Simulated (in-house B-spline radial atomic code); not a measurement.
Results of a calculation; reference values are marked as such.
**C6 from the polarisability at imaginary frequency: Lu⁺**

RPBE linear response of the closed shell [Xe] 4f14 6s2, from an all-electron radial atomic-structure program (B-spline basis); scalar-relativistic (spin-free one-electron X2C), finite nucleus, no spin-orbit coupling; shells from n = 4 respond.

The dispersion coefficient of two like species is C6 = (3/π) ∫ α(iu)² du from 0 to ∞.

```tsv
u (hartree)	α(iu) (bohr³)
0	63.56
0.0849	53.51
0.198	32.43
0.339	18.16
0.566	9.653
0.849	5.958
1.27	3.756
1.98	2.216
2.83	1.404
4.24	0.8118
7.07	0.3916
14.1	0.1375
```

Fit one oscillator, α(iu) = α(0)/(1 + u²/ω²), through u = 0.198 and estimate C6.

From α(0)/α(iu) − 1 = 63.56/32.43 − 1 = 0.9599, ω = u/√0.9599 = 0.2021 hartree (5.5 eV). London's formula gives C6 = (3/4) α(0)² ω = 0.75 × 63.56² × 0.2021 = 612.3 hartree·bohr⁶, and the oscillator holds f = α(0) ω² = 2.60 electrons, of a sum of oscillator strengths of 47.3.

How does that compare with the full integral?

The program's quadrature over all excitations gives C6 = 647, so the single oscillator is off by -5.4 %. At the last point the fit gives α = 0.0131 against 0.137: higher excitations, and deeper shells where there are any, keep the true curve higher at large u.
